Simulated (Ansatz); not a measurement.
Born–Oppenheimer molecular dynamics of AlClFH₃O₂ (8 atoms, charge 0, multiplicity 1). It starts at the highest image of a converged band, a first-order saddle point between two minima.

All numbers below come from RKS PBE-D4/6-31G* in Ansatz 0.2.0.

```yaml
ensemble: NVE (velocity Verlet)
time_step: 0.5 fs
steps_asked: 200
starting_velocities_drawn_for: 300 K
seed: 2466
```

Frames 5 fs apart, positions in Å, forces in eV/Å.

Velocities at 10 fs (Å/ps):

```
Al -2.92 0.79 1.87
O 0.20 -2.43 -2.21
H -3.40 -1.99 8.44
O 1.25 3.14 3.11
H -23.55 5.46 -12.90
Cl -1.12 -2.14 -0.74
F 6.08 1.80 -2.17
H 6.99 5.31 6.94
```

```xyz
8
Properties=species:S:1:pos:R:3:forces:R:3 time_fs=10 energy_less_start_eV=0.083 T=194
Al 0.025 0.538 -0.133 0.35 1.21 -0.22
O -0.017 -0.098 1.732 0.07 0.34 0.44
H -0.903 -0.455 1.979 0.06 0.09 -0.12
O 1.387 -0.138 -0.954 -0.62 0.97 -0.35
H 1.733 -0.907 -0.520 0.65 -1.20 0.45
Cl -1.950 -0.078 -0.668 -0.12 0.02 0.02
F 0.256 2.191 0.320 -0.35 -1.11 -0.10
H 0.088 0.768 2.211 -0.05 -0.32 -0.11
8
Properties=species:S:1:pos:R:3:forces:R:3 time_fs=15 energy_less_start_eV=0.111 T=158
Al 0.012 0.547 -0.125 0.51 1.04 -0.38
O -0.017 -0.106 1.726 0.13 -0.17 0.12
H -0.894 -0.447 1.999 -0.19 -0.07 -0.10
O 1.389 -0.117 -0.940 0.40 -1.63 0.86
H 1.681 -1.005 -0.544 -0.43 1.42 -0.80
Cl -1.956 -0.088 -0.671 -0.09 0.06 0.06
F 0.284 2.193 0.308 -0.46 -1.00 -0.04
H 0.116 0.729 2.215 0.13 0.36 0.28
8
Properties=species:S:1:pos:R:3:forces:R:3 time_fs=20 energy_less_start_eV=0.088 T=189
Al 0.004 0.565 -0.120 0.61 0.38 -0.56
O -0.015 -0.114 1.724 -0.05 0.51 0.65
H -0.909 -0.443 1.992 0.19 0.15 -0.13
O 1.392 -0.106 -0.919 -0.70 1.69 -0.24
H 1.608 -0.983 -0.662 0.52 -1.86 0.34
Cl -1.963 -0.099 -0.675 0.01 0.12 0.11
F 0.306 2.183 0.296 -0.45 -0.44 0.09
H 0.163 0.717 2.253 -0.13 -0.55 -0.26
8
Properties=species:S:1:pos:R:3:forces:R:3 time_fs=25 energy_less_start_eV=0.080 T=198
Al 0.001 0.587 -0.120 0.38 -0.60 -0.60
O -0.013 -0.118 1.728 0.08 -0.43 -0.38
H -0.912 -0.420 1.964 -0.29 -0.03 0.09
O 1.391 -0.089 -0.897 0.31 -1.79 0.23
H 1.571 -1.081 -0.786 -0.41 1.69 -0.27
Cl -1.969 -0.108 -0.677 0.15 0.20 0.18
F 0.323 2.168 0.286 -0.35 0.42 0.25
H 0.197 0.651 2.278 0.12 0.55 0.50
8
Properties=species:S:1:pos:R:3:forces:R:3 time_fs=30 energy_less_start_eV=0.062 T=221
Al 0.001 0.603 -0.126 0.14 -1.23 -0.50
O -0.011 -0.124 1.732 -0.28 0.51 0.58
H -0.943 -0.390 1.946 0.34 0.14 -0.02
O 1.390 -0.085 -0.872 -0.06 1.02 0.06
H 1.486 -1.025 -0.959 0.05 -1.19 -0.21
Cl -1.974 -0.116 -0.678 0.27 0.25 0.22
F 0.335 2.157 0.278 -0.23 1.11 0.37
H 0.235 0.623 2.353 -0.24 -0.60 -0.51
8
Properties=species:S:1:pos:R:3:forces:R:3 time_fs=35 energy_less_start_eV=0.060 T=223
Al 0.002 0.609 -0.136 -0.17 -1.04 -0.17
O -0.012 -0.127 1.738 -0.19 -0.46 -0.64
H -0.942 -0.345 1.933 -0.39 -0.18 0.11
O 1.391 -0.079 -0.849 0.39 -1.42 -0.65
H 1.394 -1.031 -1.142 -0.08 1.08 0.28
Cl -1.978 -0.122 -0.678 0.35 0.27 0.23
F 0.344 2.160 0.275 -0.25 1.08 0.35
H 0.250 0.544 2.380 0.32 0.67 0.49
8
Properties=species:S:1:pos:R:3:forces:R:3 time_fs=40 energy_less_start_eV=0.036 T=254
Al 0.003 0.606 -0.147 -0.16 -0.20 0.36
O -0.017 -0.132 1.742 -0.45 0.41 0.47
H -0.973 -0.322 1.939 0.45 0.06 0.01
O 1.397 -0.086 -0.831 0.33 -0.74 -0.62
H 1.280 -0.922 -1.325 0.11 0.19 0.08
Cl -1.979 -0.127 -0.676 0.37 0.26 0.19
F 0.350 2.176 0.276 -0.40 0.45 0.17
H 0.295 0.523 2.431 -0.26 -0.43 -0.66
8
Properties=species:S:1:pos:R:3:forces:R:3 time_fs=45 energy_less_start_eV=0.042 T=247
Al 0.002 0.601 -0.155 0.10 0.51 0.68
O -0.026 -0.134 1.746 0.02 -0.34 -0.88
H -0.961 -0.299 1.958 -0.48 -0.11 0.22
O 1.407 -0.101 -0.823 0.09 -0.45 -0.49
H 1.200 -0.793 -1.476 0.21 -0.12 -0.08
Cl -1.978 -0.129 -0.673 0.36 0.25 0.14
F 0.351 2.198 0.280 -0.55 -0.29 -0.01
H 0.322 0.479 2.407 0.24 0.55 0.41
8
Properties=species:S:1:pos:R:3:forces:R:3 time_fs=50 energy_less_start_eV=0.070 T=210
Al 0.002 0.601 -0.157 0.42 0.65 0.74
O -0.038 -0.138 1.744 -0.32 0.34 0.23
H -0.985 -0.286 2.010 0.51 0.11 -0.11
O 1.419 -0.126 -0.823 -0.57 -0.87 -1.36
H 1.166 -0.654 -1.639 0.53 0.51 0.96
Cl -1.974 -0.130 -0.669 0.31 0.26 0.07
F 0.345 2.216 0.283 -0.60 -0.70 -0.11
H 0.361 0.490 2.403 -0.28 -0.29 -0.42
8
Properties=species:S:1:pos:R:3:forces:R:3 time_fs=55 energy_less_start_eV=0.063 T=220
Al 0.006 0.606 -0.153 0.66 0.27 0.44
O -0.052 -0.139 1.741 0.42 0.08 -0.50
H -0.963 -0.262 2.054 -0.52 -0.09 0.04
O 1.425 -0.158 -0.835 -0.45 0.57 1.05
H 1.220 -0.498 -1.700 -0.04 -0.60 -1.16
Cl -1.969 -0.130 -0.664 0.29 0.29 0.04
F 0.331 2.226 0.285 -0.53 -0.75 -0.11
H 0.373 0.487 2.355 0.16 0.22 0.19
8
Properties=species:S:1:pos:R:3:forces:R:3 time_fs=60 energy_less_start_eV=0.079 T=200
Al 0.015 0.613 -0.145 0.54 -0.34 -0.05
O -0.063 -0.138 1.733 -0.04 0.31 0.15
H -0.985 -0.246 2.084 0.39 0.08 -0.33
O 1.421 -0.187 -0.843 -0.83 -0.04 -1.47
H 1.309 -0.387 -1.834 0.20 0.29 1.72
Cl -1.961 -0.127 -0.659 0.25 0.33 0.03
F 0.311 2.226 0.286 -0.38 -0.47 -0.02
H 0.395 0.505 2.325 -0.14 -0.15 -0.03
8
Properties=species:S:1:pos:R:3:forces:R:3 time_fs=65 energy_less_start_eV=0.064 T=219
Al 0.029 0.617 -0.137 0.34 -0.89 -0.41
O -0.072 -0.133 1.725 0.80 0.31 -0.21
H -0.982 -0.219 2.061 -0.38 0.00 -0.02
O 1.407 -0.213 -0.860 -0.70 0.53 2.29
H 1.423 -0.266 -1.797 0.03 -0.14 -1.87
Cl -1.952 -0.122 -0.654 0.25 0.34 0.04
F 0.286 2.221 0.286 -0.21 -0.07 0.07
H 0.401 0.508 2.303 -0.13 -0.09 0.11
```

Of the whole run (100 fs, mean temperature of the second half 235 K): The conserved energy stayed within 0.19 meV per atom of its start (net change 0.11 meV per atom), so the integration is sound. A run of 0.1 ps of so small a system gives no equilibrium averages. The orbitals stay closed-shell, which can raise the energy where a bond breaks towards radicals; this wasn't checked here.

Time of the run: 4.2 min on 2 threads of Arm Neoverse V2 (shared host), peak memory 0.13 GiB.
